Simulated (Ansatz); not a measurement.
`B[CH2][GaH2]` and `BC[SiH3]` differ in one atom or group.

Ansatz, PBE0-D4/def2-TZVP geometries, multiplicity 1. 

Scalar relativity is left out up to krypton.

```json
{"property": "LUMO energy (ωB97M-V/def2-TZVPP) / eV", "`B[CH2][GaH2]`": "-0.38"}
{"property": "HOMO energy (ωB97M-V/def2-TZVPP) / eV", "`B[CH2][GaH2]`": "-10.37"}
{"property": "size of the dipole moment (PBE/def2-TZVPP) / D", "`B[CH2][GaH2]`": "1.38"}
{"property": "LUMO energy (PBE0/def2-TZVPP) / eV", "`B[CH2][GaH2]`": "-2.14"}
{"property": "HOMO–LUMO gap (B3LYP/def2-TZVPP) / eV", "`B[CH2][GaH2]`": "5.59"}
{"property": "zero-point energy (PBE0-D4/def2-TZVP) / kJ/mol", "`B[CH2][GaH2]`": "157.9"}
```

Give the same properties after the change, and the shifts. (An estimate is asked.)

Ansatz gave: 
```csv
property,`BC[SiH3]`,shift
LUMO energy (ωB97M-V/def2-TZVPP) / eV,0.52,0.90
HOMO energy (ωB97M-V/def2-TZVPP) / eV,-11.29,-0.92
size of the dipole moment (PBE/def2-TZVPP) / D,1.02,-0.36
LUMO energy (PBE0/def2-TZVPP) / eV,-1.37,0.77
HOMO–LUMO gap (B3LYP/def2-TZVPP) / eV,7.24,1.65
zero-point energy (PBE0-D4/def2-TZVP) / kJ/mol,189.5,31.6
```

With PBE0 the HOMO falls by 0.83 eV and the LUMO rises by 0.77 eV, so the gap widens by about 1.60 eV. PBE moves the HOMO by -0.57 eV and ωB97M-V by -0.92 eV. The zero-point energy changes by 31.6 kJ/mol with +3 modes. Dipoles are sizes alone; their direction can turn.

B3LYP here is the variant with VWN-RPA as its local correlation; programs differ in this.
